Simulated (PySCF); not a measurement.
# Solvent effects on NMR parameters

Mapped SMILES: `[O:1]=[CH:2][c:3]1[cH:4][cH:5][c:6]([Cl:7])[cH:8][cH:9]1` (H(Xn): hydrogen on atom n).

GIAO PBE0/pcSseg-1 in PySCF 2.14 on one PBE0-D3(BJ)/def2-SVP conformer, non-relativistic, equivalent nuclei averaged. Solvents enter as an IEF-PCM continuum (dichloromethane with ε = 8.9, acetone with ε = 20.5) around the gas-phase geometry. Shifts are referred to TMS computed in the same medium.

In dichloromethane, δ in ppm: C2 198.1, C6 153.6, C3 138.8, C4/C9 138.7, C5/C8 136.6, H(C2) 9.87, H(C4)/H(C9) 8.20, H(C5)/H(C8) 7.83. Dipole moment 2.79 D.

Q: How does each δ change in the more polar medium?

A: 
| atoms | environment | Δδ, acetone |
| --- | --- | --- |
| C2 | aldehyde carbonyl carbon | +0.7 |
| C6 | aromatic carbon bearing chlorine | +0.1 |
| C3 | substituted aromatic carbon | +0.1 |
| C4/C9 | aromatic CH | +0.2 |
| C5/C8 | aromatic CH | +0.2 |
| H(C2) | hydrogen on an aldehyde carbonyl carbon | +0.01 |
| H(C4)/H(C9) | hydrogen on an aromatic CH | +0.03 |
| H(C5)/H(C8) | hydrogen on an aromatic CH | +0.03 |

Changes are relative to dichloromethane. The dipole moment becomes 2.87 D in acetone.

Q: Which nuclei move most (in ppm), and what does the model miss?

A: C2 (aldehyde carbonyl carbon, +0.7 ppm) in acetone. A continuum only polarises the solute; specific hydrogen bonds, the anisotropy of aromatic solvents and changes of geometry or conformer are outside it.
